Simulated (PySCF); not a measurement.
Species: C₃H₁₄OSi₃.
Structure used (PBE0-D3(BJ)/def2-SVP), in Å, numbered top down from 1:
```
atom  x, y, z in Å
C1    -0.8540   -1.9415   -0.1050
C2    -0.9792   -0.4800    0.3230
C3    -2.3913    0.0602    0.0975
Si4    0.2881    0.6024   -0.5727
Si5    0.2337    2.8226    0.1913
O6     1.8359    0.0410   -0.3216
Si7    2.9084   -0.9628    0.4309
H8    -1.0600   -2.0615   -1.1817
H9    -1.5734   -2.5766    0.4391
H10    0.1504   -2.3509    0.0848
H11   -0.7419   -0.4061    1.4010
H12   -2.6508    0.0733   -0.9744
H13   -3.1409   -0.5704    0.6039
H14   -2.5135    1.0861    0.4798
H15    0.0060    0.5432   -2.0437
H16   -1.0973    3.4613   -0.0604
H17    0.4897    2.8450    1.6672
H18    1.2860    3.6452   -0.4820
H19    2.5284   -1.1558    1.8649
H20    4.2685   -0.3567    0.3617
H21    2.9328   -2.2989   -0.2387
```

Level: B3LYP/def2-SVPD in PySCF, non-relativistic, on one gas-phase PBE0-D3(BJ)/def2-SVP geometry that isn't relaxed in the solvent. The solvent is an IEF-PCM continuum (van der Waals radii × 1.2), and excitations are vertical TDDFT with non-equilibrium linear response and a frozen core. The model holds no explicit solvent molecules, cavitation or dispersion.

Gas-phase singlets (H = HOMO, L = LUMO):

```csv
state,E (eV),λ (nm),f,leading configurations
S1,5.998,207,0.008,H→L 98%
S2,6.532,190,0.002,H-1→L 97%
S3,6.578,188,0.010,H→L+1 95%
S4,6.848,181,0.026,H→L+2 93%
S5,7.045,176,0.111,"H→L+3 53%, H-1→L+1 35%"
```

Problem. How does the list change in dichloromethane (ε = 8.93)?

Solution. 
```json
{"state": "S1", "E (eV)": "5.965", "λ (nm)": "208", "f": "0.010", "leading configurations": "H→L 98%", "change by rank (eV)": "-0.033"}
{"state": "S2", "E (eV)": "6.498", "λ (nm)": "191", "f": "0.004", "leading configurations": "H-1→L 98%", "change by rank (eV)": "-0.034"}
{"state": "S3", "E (eV)": "6.597", "λ (nm)": "188", "f": "0.020", "leading configurations": "H→L+1 95%", "change by rank (eV)": "+0.019"}
{"state": "S4", "E (eV)": "6.798", "λ (nm)": "182", "f": "0.047", "leading configurations": "H→L+2 95%", "change by rank (eV)": "-0.050"}
{"state": "S5", "E (eV)": "7.009", "λ (nm)": "177", "f": "0.266", "leading configurations": "H→L+3 74%, H-1→L+1 13%", "change by rank (eV)": "-0.036"}
```

Problem. The ground-state energy changes by -0.043 eV from gas to dichloromethane. By how much does the total energy of gas-phase S1 change?

Solution. E(S1) = E(S0) + excitation energy, so it changes by -0.043 − 0.033 = -0.076 eV: it is lowered more than the ground state, which is what a red shift means. This is the vertical state, with the slow part of the continuum still set for S0.

Problem. How do the frontier levels move from gas to dichloromethane?

Solution. 
| orbital | gas (eV) | solvent (eV) | change (eV) | Löwdin shares, gas | Löwdin shares, solvent |
| --- | --- | --- | --- | --- | --- |
| LUMO+2 | 0.34 | 0.42 | +0.08 | Si5 37 %, H17 16 %, Si4 13 %, H15 7 % | Si5 38 %, H17 16 %, Si4 12 %, H15 6 % |
| LUMO+1 | 0.06 | 0.22 | +0.16 | Si5 17 %, Si4 12 %, C3 8 %, Si7 8 % | Si5 18 %, Si4 14 %, Si7 9 %, C3 6 % |
| LUMO | -0.42 | -0.32 | +0.10 | Si7 18 %, Si4 17 %, Si5 14 %, O6 11 % | Si7 18 %, Si4 17 %, Si5 14 %, O6 11 % |
| HOMO | -7.34 | -7.21 | +0.13 | Si5 23 %, Si4 21 %, O6 14 %, C2 14 % | Si5 21 %, Si4 21 %, C2 16 %, O6 13 % |
| HOMO-1 | -7.93 | -7.80 | +0.13 | O6 21 %, Si4 18 %, C2 16 %, H15 14 % | O6 20 %, Si4 19 %, C2 15 %, H15 14 % |
| HOMO-2 | -8.95 | -8.86 | +0.09 | Si7 25 %, O6 22 %, H20 19 %, H21 13 % | Si7 25 %, O6 22 %, H20 19 %, H21 12 % |
| HOMO-3 | -9.06 | -8.94 | +0.12 | Si7 21 %, H19 18 %, O6 16 %, H21 8 % | Si7 20 %, H19 17 %, O6 16 %, H21 8 % |

The HOMO–LUMO gap goes from 6.92 to 6.89 eV.
